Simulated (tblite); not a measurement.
C₅H₁₁GeO (doublet state).
Atom-mapped SMILES: `[GeH3:1][O:2][C@H:3]1[CH2:4][CH:5][CH2:6][CH2:7]1` (hydrogens: H8, H9, H10 on Ge1; H11 on C3; H12, H13 on C4; H14 on C5; H15, H16 on C6; H17, H18 on C7)

Computed with GFN2-xTB (tblite), gas phase: L-BFGS steps from a force-field or distance-geometry start until the largest atomic force falls under 0.01 eV/Å.

Geometry at step 6:
```
atom  x, y, z in Å
Ge1     2.8205    0.2020    0.3544
O2      1.5048    0.4995   -0.7670
C3      0.2893   -0.1363   -0.4546
C4     -0.5042    0.5609    0.6568
C5     -1.9157    0.2019    0.3800
C6     -2.0673   -0.3604   -0.9915
C7     -0.6838   -0.2105   -1.6390
H8      3.0336   -1.2652    0.3514
H9      3.9934    0.9522   -0.1493
H10     2.3936    0.6579    1.7026
H11     0.4892   -1.1581   -0.1192
H12    -0.2143    0.2231    1.6583
H13    -0.2932    1.6398    0.6118
H14    -2.5617   -0.1385    1.1783
H15    -2.3550   -1.4126   -0.8723
H16    -2.8589    0.1075   -1.5933
H17    -0.6136    0.7040   -2.2313
H18    -0.4655   -1.0610   -2.2878
```

Q: Give the atomic forces at this geometry.

A: 
```json
{"atom": "Ge1", "Fx (eV/Å)": "0.014", "Fy (eV/Å)": "0.151", "Fz (eV/Å)": "-0.120"}
{"atom": "O2", "Fx (eV/Å)": "0.010", "Fy (eV/Å)": "0.075", "Fz (eV/Å)": "-0.089"}
{"atom": "C3", "Fx (eV/Å)": "-0.105", "Fy (eV/Å)": "-0.105", "Fz (eV/Å)": "-0.091"}
{"atom": "C4", "Fx (eV/Å)": "-0.245", "Fy (eV/Å)": "0.039", "Fz (eV/Å)": "0.264"}
{"atom": "C5", "Fx (eV/Å)": "0.022", "Fy (eV/Å)": "0.000", "Fz (eV/Å)": "0.004"}
{"atom": "C6", "Fx (eV/Å)": "-0.026", "Fy (eV/Å)": "0.032", "Fz (eV/Å)": "0.184"}
{"atom": "C7", "Fx (eV/Å)": "-0.064", "Fy (eV/Å)": "-0.047", "Fz (eV/Å)": "-0.112"}
{"atom": "H8", "Fx (eV/Å)": "0.095", "Fy (eV/Å)": "-0.316", "Fz (eV/Å)": "0.070"}
{"atom": "H9", "Fx (eV/Å)": "-0.003", "Fy (eV/Å)": "0.102", "Fz (eV/Å)": "-0.147"}
{"atom": "H10", "Fx (eV/Å)": "0.023", "Fy (eV/Å)": "0.071", "Fz (eV/Å)": "0.248"}
{"atom": "H11", "Fx (eV/Å)": "0.010", "Fy (eV/Å)": "-0.273", "Fz (eV/Å)": "0.039"}
{"atom": "H12", "Fx (eV/Å)": "0.149", "Fy (eV/Å)": "0.046", "Fz (eV/Å)": "-0.022"}
{"atom": "H13", "Fx (eV/Å)": "-0.150", "Fy (eV/Å)": "-0.058", "Fz (eV/Å)": "-0.092"}
{"atom": "H14", "Fx (eV/Å)": "0.000", "Fy (eV/Å)": "0.249", "Fz (eV/Å)": "-0.155"}
{"atom": "H15", "Fx (eV/Å)": "0.043", "Fy (eV/Å)": "-0.098", "Fz (eV/Å)": "-0.253"}
{"atom": "H16", "Fx (eV/Å)": "0.129", "Fy (eV/Å)": "0.021", "Fz (eV/Å)": "0.164"}
{"atom": "H17", "Fx (eV/Å)": "0.000", "Fy (eV/Å)": "-0.020", "Fz (eV/Å)": "0.116"}
{"atom": "H18", "Fx (eV/Å)": "0.098", "Fy (eV/Å)": "0.132", "Fz (eV/Å)": "-0.008"}
```

The largest, 0.36 eV/Å, acts on C4; the rms over all components is 0.126 eV/Å. The forces sum to zero within rounding, as they must for an isolated molecule in no field.

Q: Give the force on C4 in Eh/bohr and in nN.

A: 0.362 eV/Å ÷ 51.422 = 0.00705 Eh/bohr, and 0.362 eV/Å × 1.602 = 0.58 nN.

Q: How far is this geometry from the end of the optimisation?

A: 0.176 eV above it, and 0.334 Å rms away after alignment. The bonds farthest from their final lengths, with half the difference of the two atoms' forces along the bond (positive lengthens):

```json
{"bond": "Ge1–H8", "now (Å)": "1.483", "final (Å)": "1.505", "force along bond (eV/Å)": "+0.24"}
{"bond": "Ge1–H10", "now (Å)": "1.486", "final (Å)": "1.505", "force along bond (eV/Å)": "+0.15"}
{"bond": "Ge1–O2", "now (Å)": "1.754", "final (Å)": "1.740", "force along bond (eV/Å)": "-0.01"}
{"bond": "C5–H14", "now (Å)": "1.082", "final (Å)": "1.073", "force along bond (eV/Å)": "-0.09"}
{"bond": "C5–C6", "now (Å)": "1.490", "final (Å)": "1.481", "force along bond (eV/Å)": "-0.09"}
{"bond": "C4–C5", "now (Å)": "1.483", "final (Å)": "1.475", "force along bond (eV/Å)": "-0.10"}
```

The angle farthest from its final value is Ge1–O2–C3, 115.4° against 127.5°.

Of the 3 listed bonds off by 0.010 Å or more, this force points towards the final length in 3.

What follows is the cost of the whole relaxation. The run took 0.52 s of wall time on an Arm Neoverse V2 with one thread, shared host with 64 logical CPUs at a one-minute load of 44.
